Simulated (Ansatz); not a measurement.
`[SiH3][C@H]1B[Si@@H]1Br` + `[NH2][SnH3]` → `[SiH3][NH][SnH3]` + `Br[SiH]1BC1` at 600 K and 1 bar (ligand exchange at the Si–C bond).

Computed with Ansatz on PBE0-D4/def2-TZVP structures; ΔE is electronic, products minus reactants. CCSD(T)/CBS adds triple-zeta CCSD(T) − MP2 to the extrapolated MP2 energy (def2 sets, frozen cores). def2 core potentials past Kr. For Br, Sn outer-core shells are correlated without core-valence functions, which leaves a few kJ/mol of doubt a bond. Scalar relativity is left out up to krypton.

```csv
species,CCSD(T)/CBS energy (Eh),H − E (kJ/mol),S (J/(mol·K))
`[SiH3][C@H]1B[Si@@H]1Br`,-3217.91955,236.5,480.5
`[NH2][SnH3]`,-271.71442,161.1,352.6
`[SiH3][NH][SnH3]`,-562.01692,220.6,453.5
`Br[SiH]1BC1`,-2927.63016,175.5,397.8
```

H − E and S are ideal-gas, rigid-rotor, harmonic terms from PBE0-D4/def2-TZVP, for one conformer and one mirror image of each species. 1 Eh = 2625.50 kJ/mol, R = 8.31446 J/(mol·K).

Problem. By hand: ΔE, ΔH, ΔS and ΔG.

Solution. ΔE = (-562.01692) + (-2927.63016) − (-3217.91955) − (-271.71442) = -0.01311 Eh = -34.4 kJ/mol. Δ(H − E) = 220.6 + 175.5 − 236.5 − 161.1 = -1.5, so ΔH = -35.9 kJ/mol. ΔS = 453.5 + 397.8 − 480.5 − 352.6 = 18.2 J/(mol·K). ΔG = -35.9 − 600 × (18.2)/1000 = -46.8 kJ/mol.

Problem. By hand: the equilibrium constant, and the temperature at which ΔG would vanish if ΔH and ΔS stayed fixed.

Solution. log₁₀ K = −ΔG/(RT ln 10) = 4.1. ΔH and −TΔS have one sign here, so there is no such temperature.

ΔH outweighs TΔS. A doubt of 5 kJ/mol in ΔE shifts log₁₀ K by 0.4 here. Other conformers and mirror images would add mixing entropy, several J/(mol·K) or more a flexible species. Modes under 60 cm⁻¹, often nearly free rotors, make the harmonic entropy too high. These are equilibria of isolated gas molecules and say nothing of rates. Largest T1 diagnostic: 0.013 (customary marks: 0.02 for closed shells, 0.045 for open ones).
